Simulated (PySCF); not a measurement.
# Two-dimensional NMR puzzle

Compound of formula C7H8NOP. Correlations simulated from computed shifts and the bond graph:

HSQC (one-bond C–H):
```
  δH     δC
8.21  160.3
2.95   35.4
1.36   22.8
```

COSY cross peaks (H two or three bonds apart, from the bond graph; peaks can be absent where the dihedral angle is near 90°):
```
  δH    δH
2.95  1.36
```

HMBC (two and three bonds, from the bond graph):
```
  δH                   δC
8.21  217.5, 118.6, 118.5
2.95          217.5, 22.8
1.36    217.5, 35.4, 22.8
```

Carbons without hydrogens: δ 217.5, 118.6, 118.5.

Computed data (PySCF 2.14.0 with density-fitted response routines): structure optimised with PBE0-D3(BJ)/def2-SVP, GIAO PBE0/pcSseg-1 shieldings. Relativity neglected, gas phase, one computed conformer, fast rotation and ring inversion assumed for equivalent nuclei.

δ = σ(ref) − σ, references computed at the same level: TMS for ¹H and ¹³C.

Exchangeable hydrogens are left out of these lists.

Q: Work out the connectivity.

A: SMILES CC(C)c1occ(C#N)p1.

Atom-mapped SMILES (the numbers label the heavy atoms): `[CH3:1][CH:2]([CH3:3])[c:4]1[o:5][cH:6][c:7]([C:8]#[N:9])[p:10]1`; H(Xn) means a hydrogen on atom n.

δC 217.5 is C4, a substituted aromatic carbon next to the ring oxygen. δC 160.3 is C6, an aromatic CH next to the ring oxygen (δH 8.21). δC 118.6 is C8, a nitrile carbon. δC 118.5 is C7, a substituted aromatic carbon. δC 35.4 is C2, an sp3 CH on an aromatic ring (δH 2.95). δC 22.8 is C1/C3, a methyl carbon (δH 1.36). HMBC from δH 8.21 reaches the proton-free carbons C4, C8, C7. HMBC from δH 2.95 reaches the proton-free carbon C4. HMBC from δH 1.36 reaches the proton-free carbon C4. COSY links 2.95–1.36.

The shifts were computed for this structure.

Shifts are as computed. Against solution values, carbons near 30 ppm lie about +2 ppm off and those near 130 ppm about +5 ppm. Of 1313 compounds with measured shifts, 239 miss one by over three times the rms of a fit or turn the order of signals round; such compounds aren't used in these exercises.
